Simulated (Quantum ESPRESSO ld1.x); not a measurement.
Values are calculated unless marked as measured or tabulated.
Orbital energies (hartree) of the rhodium ion Rh33+, [Ne] 3s2: non-relativistic, with first-order perturbation theory as ld1.x prints it (mass-velocity, Darwin and spin-orbit terms), and from the self-consistent Dirac equation with open shells shared by 2j + 1. Spin-unpolarised spherical Kohn-Sham, LDA (Slater exchange, VWN5 correlation), point nucleus, ld1.x of Quantum ESPRESSO 7.5.

| orbital | non-rel. | first order | Dirac |
|---|---|---|---|
| 1s1/2 | -889.605 | -916.010 | -914.163 |
| 2s1/2 | -181.399 | -188.138 | -187.741 |
| 2p1/2 | -173.861 | -180.254 | -179.648 |
| 2p3/2 | -173.861 | -175.095 | -174.142 |
| 3s1/2 | -72.8252 | -74.8171 | -74.7152 |
| 3p1/2 (empty) | -70.2167 | -72.0779 | -71.9389 |
| 3p3/2 (empty) | -70.2167 | -70.7865 | -70.5591 |
| 4s1/2 (empty) | -38.8970 | -39.7312 | -39.6839 |

First order keeps the non-relativistic potential frozen, so it lacks the indirect effect: the contracted s and p shells screen the nucleus better and push d and f levels up in the self-consistent Dirac solution.
